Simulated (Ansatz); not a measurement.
`N#C[Si](F)(Cl)Cl` + H₂ → `C#N` + `F[SiH](Cl)Cl` at 298.15 K and 1 bar (hydrogenolysis of a C–Si bond).

Program: Ansatz. Geometries: PBE0-D4/def2-TZVP. ΔE: electronic, gas phase. CBS: MP2 limit from def2 TZ/QZ plus the TZ coupled-cluster correction, frozen cores. This one scheme is used for every species.

```json
{"species": "`N#C[Si](F)(Cl)Cl`", "CCSD(T)/CBS energy (Eh)": "-1401.34551", "H − E (kJ/mol)": "61.6", "S (J/(mol·K))": "356.3"}
{"species": "H₂", "CCSD(T)/CBS energy (Eh)": "-1.17544", "H − E (kJ/mol)": "35.1", "S (J/(mol·K))": "130.4"}
{"species": "`C#N`", "CCSD(T)/CBS energy (Eh)": "-93.32098", "H − E (kJ/mol)": "52.4", "S (J/(mol·K))": "201.2"}
{"species": "`F[SiH](Cl)Cl`", "CCSD(T)/CBS energy (Eh)": "-1309.19911", "H − E (kJ/mol)": "55.8", "S (J/(mol·K))": "311.5"}
```

H − E and S are ideal-gas, rigid-rotor, harmonic terms from PBE0-D4/def2-TZVP. The MP2-based limit puts H₂ 0.8 mEh under its directly extrapolated value; such offsets cancel only in part. 1 Eh = 2625.50 kJ/mol, R = 8.31446 J/(mol·K).

**Question.** By hand: ΔE, ΔH, ΔS and ΔG.

**Answer.** ΔE = (-93.32098) + (-1309.19911) − (-1401.34551) − (-1.17544) = 0.00086 Eh = 2.3 kJ/mol. Δ(H − E) = 52.4 + 55.8 − 61.6 − 35.1 = 11.5, so ΔH = 13.8 kJ/mol. ΔS = 201.2 + 311.5 − 356.3 − 130.4 = 26.0 J/(mol·K). ΔG = 13.8 − 298.15 × (26.0)/1000 = 6.0 kJ/mol.

**Question.** By hand: the equilibrium constant, and the temperature at which ΔG would vanish if ΔH and ΔS stayed fixed.

**Answer.** log₁₀ K = −ΔG/(RT ln 10) = -1.1. ΔG = 0 at ΔH/ΔS = 531 K.

TΔS isn't small against ΔH here. A doubt of 5 kJ/mol in ΔE shifts log₁₀ K by 0.9 here. These are equilibria of isolated gas molecules and say nothing of rates. Largest T1 diagnostic: 0.014 (customary marks: 0.02 for closed shells, 0.045 for open ones).
